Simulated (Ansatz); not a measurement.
Consider the formal exchange of groups at the Al–Si bond: `CB[SiH2][SiH2][AlH2]` + `CC1=C(Cl)C1` → `CC1=[C]([AlH2])C1` + `CB[SiH2][SiH2]Cl`.

Program: Ansatz. Geometries: PBE0-D4/def2-TZVP. ΔE: electronic, gas phase. CCSD(T)/CBS is the MP2 limit (def2-TZVPP, def2-QZVPP) plus CCSD(T) − MP2 in def2-TZVPP, frozen cores. DFT in def2-TZVPP. One conformer a species, not always the lowest.

| level | ΔE (kcal/mol) |
| --- | --- |
| PBE-D4 | -36.5 |
| r2SCAN-D4 | -41.8 |
| MP2/def2-TZVPP | -45.3 |
| CCSD/CBS(def2) | -45.4 |

**Question.** What does CCSD(T)/CBS give? (An estimate is asked.)

**Answer.** Ansatz gave: -43.9 kcal/mol. The listed levels differ from it by 7.4, 2.1, -1.4, -1.5 kcal/mol.

Largest T1 diagnostic among the species: 0.014.

The D4 term adds +1.4 kcal/mol with B3LYP and +0.7 kcal/mol with PBE0; it sums over pairs of atoms, weighted by their polarisabilities, and B3LYP, whose exchange is more repulsive, gets the larger term. In def2-TZVPP, CCSD(T) changes the Hartree–Fock value by +9.9 kcal/mol (the triples alone add +1.5 kcal/mol) and MP2 by +7.4 kcal/mol. From PBE to PBE0 (25 % exact exchange), in def2-TZVPP and without D4, ΔE moves by −2.4 kcal/mol.

B3LYP here is the variant with VWN-RPA as its local correlation; programs differ in this.
